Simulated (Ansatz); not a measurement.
System: trichloro(fluoro)silane, sum formula SiCl3F, charge 0, multiplicity 1. 
Coordinates optimised at B3LYP-D3(BJ)/def2-TZVP (Ansatz, a quantum-chemistry and plane-wave program):
```
Si
F 1 1.5807
Cl 1 2.0251 2 108.32
Cl 1 2.0251 2 108.32 3 -120.00
Cl 1 2.0251 2 108.32 3 120.00
```

Parts of the frozen-core correlation energy in cc-pV(T+d)Z (Ansatz, hartree). Frozen orbitals: 21; correlated occupied orbitals by spin: 16 and 16; virtual: 149 and 149. Spin-orbit coupling is left out. Non-relativistic.

```json
[
 {"term": "reference (HF)", "value": "-1767.22681"},
 {"term": "MP2 opposite-spin", "value": "?"},
 {"term": "MP2 same-spin", "value": "?"},
 {"term": "CCSD correlation", "value": "?"},
 {"term": "(T)", "value": "-0.03892"},
 {"term": "T1 diagnostic", "value": "0.010"},
 {"term": "largest doubles amplitude", "value": "0.021"}
]
```

**Question.** Some entries are withheld; supply them.

**Answer.** 
- MP2 opposite-spin, value: -0.68231
- MP2 same-spin, value: -0.24086
- CCSD correlation, value: -0.96806
